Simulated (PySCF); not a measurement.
PySCF 2.14 output of a UHF calculation on a single atom or ion in aug-cc-pVDZ-DK (7s6p4d2f, 59 functions), with scalar relativity by spin-free X2C-1e:

```
SCF conv_tol = 1e-09
number electrons alpha = 12  beta = 10
cycle= 1 E= -763.235712744172  delta_E= -0.00254  |g|= 0.0119  |ddm|= 0.047
cycle= 2 E= -763.235788578043  delta_E= -7.58e-05  |g|= 0.00229  |ddm|= 0.011
cycle= 3 E= -763.235792969846  delta_E= -4.39e-06  |g|= 0.000376  |ddm|= 0.0193
cycle= 4 E= -763.235793585086  delta_E= -6.15e-07  |g|= 0.000248  |ddm|= 0.00406
cycle= 5 E= -763.235793864233  delta_E= -2.79e-07  |g|= 3.15e-05  |ddm|= 0.00908
cycle= 6 E= -763.235793877089  delta_E= -1.29e-08  |g|= 1.59e-05  |ddm|= 0.00286
cycle= 7 E= -763.235793881586  delta_E= -4.5e-09  |g|= 1.15e-05  |ddm|= 0.00172
cycle= 8 E= -763.235793885689  delta_E= -4.1e-09  |g|= 2.93e-06  |ddm|= 0.00277
cycle= 9 E= -763.235793885838  delta_E= -1.49e-10  |g|= 2.91e-07  |ddm|= 0.000329
converged SCF energy = -763.235793885838  <S^2> = 2.3148313  2S+1 = 3.2030181
```

The run itself started from symmetry-adapted Hartree-Fock orbitals and held the occupation by maximum overlap, so the iterations belong to that start.

Question: Which element, charge and spin multiplicity is this?

Answer: Sc⁻ (scandium, charge -1), multiplicity 3; the state was [Ar] 3d2 4s2, high-spin 3F determinant.

⟨S²⟩ = 2.31 against 2.00 shows spin contamination. The configuration of this anion was assumed by filling the next shell in order. It is not the known or likely ground configuration (Ca⁻, Sr⁻ and Ba⁻, for instance, bind a p electron), so these values are not the electron affinity of the element. At UHF the highest occupied level has a positive energy, so only the finite basis holds that electron.
